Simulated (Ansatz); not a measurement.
```yaml
crystal:
  periodic: [false, false, false]
  atoms:
    - {symbol: C, position_ang: [-0.434730, 0.346921, -1.469689]}
    - {symbol: N, position_ang: [0.071290, -0.072741, -0.057741]}
    - {symbol: C, position_ang: [1.406535, 0.564553, 0.190956]}
    - {symbol: C, position_ang: [0.253146, -1.466387, 0.037897]}
    - {symbol: Ga, position_ang: [-1.346235, 0.578552, 1.350813]}
    - {symbol: H, position_ang: [-0.502429, 1.379393, -1.469008]}
    - {symbol: H, position_ang: [0.335379, -0.041270, -2.258151]}
    - {symbol: H, position_ang: [-1.312983, -0.184617, -1.559421]}
    - {symbol: H, position_ang: [1.757106, 0.321767, 1.172500]}
    - {symbol: H, position_ang: [1.235839, 1.655439, 0.074604]}
    - {symbol: H, position_ang: [2.107981, 0.342998, -0.620668]}
    - {symbol: H, position_ang: [0.641825, -1.745476, 1.045621]}
    - {symbol: H, position_ang: [0.954893, -1.879661, -0.755550]}
    - {symbol: H, position_ang: [-0.710814, -1.973709, -0.174300]}
    - {symbol: H, position_ang: [-1.327325, 2.170938, 0.979924]}
    - {symbol: H, position_ang: [-2.535180, -0.249048, 0.914132]}
    - {symbol: H, position_ang: [-0.523261, 0.091076, 2.631179]}
basis:
  gaussian: {orbitals: ANO-RCC-VTZP}
hamiltonian: {xc: {name: HF}}
correlation: {method: mp2, frozen_orbitals: {C: 9}}
accuracy: high
```

```sh
$ ansatz run in.yaml --threads 8 --pin off --events-out ev --progress --plain --max-ram 18278MiB
```

Shortened log:

```
Functional definition: HF
Error: "frozen_orbitals" has no count for N
```

What is wrong with this run?

Frozen orbitals are typed for one element alone, and the program wants a count for each. The input was rejected before any iteration.
